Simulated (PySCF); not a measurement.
Species: BH₇PSb.
SMILES with atom numbers: `[PH2:1][BH2-:2][SbH3+:3]` (hydrogens: H4, H5 on P1; H6, H7 on B2; H8, H9, H10 on Sb3)

A GFN2-xTB structure was refined with PBE0-D3(BJ)/def2-SVP geometry optimisation, gas phase, def2 core potentials past Kr in PySCF 2.14.0. Its GFN2-xTB values:

```
coordinate  GFN2-xTB
     P1–B2   1.930 Å
     P1–H4   1.383 Å
    B2–Sb3   2.365 Å
     B2–H6   1.176 Å
    Sb3–H8   1.668 Å
 P1–B2–Sb3     92.6°
  B2–P1–H4    103.0°
 B2–Sb3–H8    142.5°
 B2–Sb3–H9    112.7°
B2–Sb3–H10    111.6°
 Sb3–B2–H6    105.7°
 Sb3–B2–H7    104.7°
 H8–Sb3–H9     93.3°
```

Problem. How do these coordinates change at the PBE0-D3(BJ)/def2-SVP level?

Solution. 
| coordinate | PBE0-D3(BJ)/def2-SVP (Å or °) | change |
| --- | --- | --- |
| B2–Sb3 | 2.291 | -0.074 |
| P1–H4 | 1.427 | +0.044 |
| P1–B2 | 1.973 | +0.043 |
| B2–H6 | 1.215 | +0.039 |
| Sb3–H8 | 1.700 | +0.032 |
| B2–Sb3–H8 | 120.9 | -21.6 |
| P1–B2–Sb3 | 103.8 | +11.2 |
| B2–P1–H4 | 95.4 | -7.6 |
| B2–Sb3–H9 | 119.5 | +6.8 |
| B2–Sb3–H10 | 118.0 | +6.4 |
| Sb3–B2–H7 | 99.2 | -5.5 |
| H8–Sb3–H9 | 97.7 | +4.4 |
| Sb3–B2–H6 | 102.0 | -3.7 |

The energy falls by 0.247 eV over 14 energy and gradient evaluations, the largest force component goes from 0.0169 to 1.5e-04 Eh/bohr, and the atoms move by 0.307 Å rms after alignment. The bond that changes most is B2–Sb3 (ends: four-coordinate boron; antimony bonded to B and 3 H), which shortens by 0.074 Å. Bonds longer at the end by more than 0.005 Å: 8 of 9; shorter: 1. Among the dihedrals that turn most is H4–P1–B2–H6, from -96° to -81°. Rotational constants go from 13513, 1715, 1588 to 14915, 1515, 1434 MHz.

The run used 93 basis functions and 86 SCF cycles in all. Hardware: Arm Neoverse V2, one thread, no GPU, shared host. Cost: 40 s of wall time, 0.39 GiB resident at most.

No frequency check. One conformer, not necessarily the lowest.
